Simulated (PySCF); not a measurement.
WS₂⁺ at several levels of theory

All levels use the PBE0 minimum (doublet; W–S 2.083 Å (×2); S–W–S 104.3°), basis [W def2-SVP with ECP60, S def2-SVP], scalar-relativistic core potentials, density fitting, no spin–orbit coupling, PySCF. For vertical energies the ionised species is a triplet (spins chosen at PBE0 and kept) and the electron-attached one a triplet. Open shells are unrestricted, also as the reference of the correlated levels. Dipoles are about the centre of mass. A dash marks a value that was not computed or is not defined at that level.

```
 level  vertical IP (eV)  vertical EA (eV)  −ε(HOMO) (eV)  dipole (D)
  PBE0             15.31              7.90          13.02        2.62
    HF             13.79              8.24          15.14        3.85
   MP2             15.76              6.87              –           –
   PBE             15.26              7.64          12.05        2.13
 B3LYP                 ?                 ?              ?           ?
r2SCAN             15.35              7.90          12.26        2.60
 TPSSh             15.29              7.79          12.52        2.65
  BP86             15.38              7.75          12.17        2.11
B2PLYP                 ?                 ?              –           –
```

Fill in the row of B2PLYP.

vertical IP (eV) 15.08, vertical EA (eV) 7.57.

Fill in the row of B3LYP.

vertical IP (eV) 15.26, vertical EA (eV) 7.78, −ε(HOMO) (eV) 12.78, dipole (D) 2.41.

Spin contamination in at least one species weakens the values at: HF, MP2, B2PLYP.

Other spin states or occupations of the open shell can lie lower. Spin–orbit coupling, left out here, can matter for elements this heavy.
